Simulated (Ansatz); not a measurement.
Start from `[OH][SnH]([Cl])[Cl]` and change one atom or group to get `C#[C][SnH]([Cl])[Cl]`.

Ansatz, PBE0-D4/def2-TZVP geometries, multiplicity 1. Each molecule was computed in one conformer, which needn't be the lowest.

Elements past krypton have def2 core potentials.

```csv
property,`[OH][SnH]([Cl])[Cl]`
HOMO energy (PBE/def2-TZVPP) / eV,-7.64
HOMO energy (B3LYP/def2-TZVPP) / eV,-8.94
size of the dipole moment (B3LYP/def2-TZVPP) / D,0.92
size of the dipole moment (ωB97M-V/def2-TZVPP) / D,0.93
HOMO–LUMO gap (ωB97M-V/def2-TZVPP) / eV,11.74
LUMO energy (ωB97M-V/def2-TZVPP) / eV,0.20
```

(1) Give the same properties after the change, and the shifts. (Best estimate.)

Results:

(1) The calculation gave: 
| property | `C#[C][SnH]([Cl])[Cl]` | shift |
| --- | --- | --- |
| HOMO energy (PBE/def2-TZVPP) / eV | -7.60 | 0.04 |
| HOMO energy (B3LYP/def2-TZVPP) / eV | -8.60 | 0.34 |
| size of the dipole moment (B3LYP/def2-TZVPP) / D | 2.65 | 1.73 |
| size of the dipole moment (ωB97M-V/def2-TZVPP) / D | 2.68 | 1.75 |
| HOMO–LUMO gap (ωB97M-V/def2-TZVPP) / eV | 11.65 | -0.09 |
| LUMO energy (ωB97M-V/def2-TZVPP) / eV | 0.51 | 0.31 |

Dipoles are sizes alone; their direction can turn.

B3LYP here is the variant with VWN-RPA as its local correlation; programs differ in this.
